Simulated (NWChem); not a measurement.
Molecule: CH$_{4}$BBrO; SMILES CB(O)Br

```xyz
8

B      0.0834    -0.9700     0.0000
Br     0.0317     1.0100     0.0000
C     -1.2497    -1.7863     0.0000
H     -1.8599    -1.5376     0.8772
H     -1.0595    -2.8646     0.0000
H     -1.8599    -1.5376    -0.8772
O      1.2902    -1.5703     0.0000
H      2.0321    -0.9453     0.0000
```
Atoms are numbered in this order, from 1.

Results from NWChem. Pople sets run with spherical d functions. STO-3G and 3-21G are far too small for this property and stand as cheap habits. Coordinates come from a B3LYP/6-31G* (spherical d) optimisation. Field at 589 nm.

```csv
level,isotropic polarisability (bohr³),anisotropy (bohr³),relative time
B3LYP/STO-3G,19.9,17.8,1
B3LYP/6-31G*,41.7,22.7,9
B3LYP/def2-SVP,41.7,19.6,7
B3LYP/def2-SVPD,55.7,19.2,10
B3LYP/aug-cc-pVDZ,55.3,20.1,70
```

The last column is a rough cost ratio, cheapest run = 1.
